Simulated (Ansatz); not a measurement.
HF$_{2}$OS, charge +1, singlet, at a GFN2-xTB geometry. Base run: Ansatz (a first-principles code) with R2SCAN/STO-3G.

Ansatz was given this input:
Ansatz 0.2 input:
```yaml
crystal:
  periodic: [false, false, false]
  atoms:
    - {symbol: O, position_ang: [1.29223798, -0.53634598, 0.12438406]}
    - {symbol: S, position_ang: [-0.12233129, -0.08572590, 0.46242826]}
    - {symbol: F, position_ang: [-0.98017879, -0.70632344, -0.73527068]}
    - {symbol: F, position_ang: [-0.16480630, 1.39870553, -0.12933654]}
    - {symbol: H, position_ang: [1.92426265, -0.56905663, -0.61245951]}
basis:
  gaussian:
    orbitals: STO-3G
hamiltonian:
  xc: r2scan
total_charge: 1
```

Each row names what was changed in the base input (with any setting that the change needs).

```
change                                    E (Eh)
------------------------------------  ----------
base                                  -664.86623
functional = revpbe                          [?]
functional = hf                              [?]
functional = SVWN5                    -661.72152
functional = blyp                     -664.83501
functional = b3lyp5                   -664.75673
functional = lc_wpbe                  -664.63510
functional = B97M-V                   -664.91511
functional = pbe0                     -664.58819
functional = B2GP-PLYP                       [?]
functional = pbe0; dispersion = d3bj  -664.59025
functional = pbe                      -664.50971
functional = hse06                           [?]
```

Question: Complete the blanks.

Answer: 
- functional = revpbe, E (Eh): -664.81260
- functional = hf, E (Eh): -663.27836
- functional = B2GP-PLYP, E (Eh): -664.34217
- functional = hse06, E (Eh): -664.57287

Total energies compare only within one method and basis.
